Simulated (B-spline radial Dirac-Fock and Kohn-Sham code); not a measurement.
**Dipole and non-dipole photoemission parameters of Ta⁴⁺ 4s**

System: the Ta⁴⁺ ion, [Xe] 4f14 5d1; threshold 599.9 eV (orbital energy of the model). The computed values come from a radial atomic solver: Dirac-Hartree-Slater photoionisation with a Latter tail; cross sections with all multipoles, angular parameters from the dipole term and its interference with E2.

For linearly polarised light dσ/dΩ = σ/(4π) [1 + β P₂(cos θ) + (δ + γ cos²θ) sin θ cos φ], with θ from the polarisation vector and φ the angle between the beam and the projection of the electron momentum on the plane normal to the polarisation.

```tsv
hν (eV)	σ (kb)	β	γ
621	64.6	1.785	0.546
737	55.3	1.832	0.618
779	52.7	1.842	0.623
978	41.5	1.876	0.617
986	?	?	?
1000	40.4	1.879	0.614
1290	29.5	1.902	0.561
1486.9	24.4	1.911	0.516
1680	20.4	1.918	0.469
1930	16.6	1.924	0.410
2630	10.3	1.935	0.260
2910	8.71	1.938	0.206
3440	6.53	1.942	0.118
4000	5.02	1.945	0.042
4020	4.98	1.946	0.039
6090	2.36	1.952	-0.122
12000	0.635	1.958	-0.054
15000	0.403	1.958	0.105
```

**Question.** Give the values at 986 eV.

**Answer.** σ = 41.1 kb, β = 1.877, γ = 0.616. For an s subshell δ is negligible.
